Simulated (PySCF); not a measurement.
**Correlation energy of P⁻ (phosphorus, charge -1)**

[Ne] 3s2 3p4, high-spin 3P determinant. All numbers are calculated (PySCF 2.14, the non-relativistic Hamiltonian (point nucleus), in dyall-av3z (19s12p3d2f, 84 functions)). Frozen: [Ne]; 6 electrons correlated; the 26 highest virtual orbitals of each spin left out.

MP2 pair energies summed by pair of shells (mhartree):

| pair | energy | share (%) |
| --- | --- | --- |
| 3s-3p | -53.14 | 46.6 |
| 3p-3p | -49.94 | 43.8 |
| 3s-3s | -10.95 | 9.6 |

Total MP2 correlation energy: -114.03 mhartree.

Same-spin part -26.89 and opposite-spin part -87.14 mhartree; SCS-MP2 scales them by 1/3 and 6/5 to -113.53 mhartree.
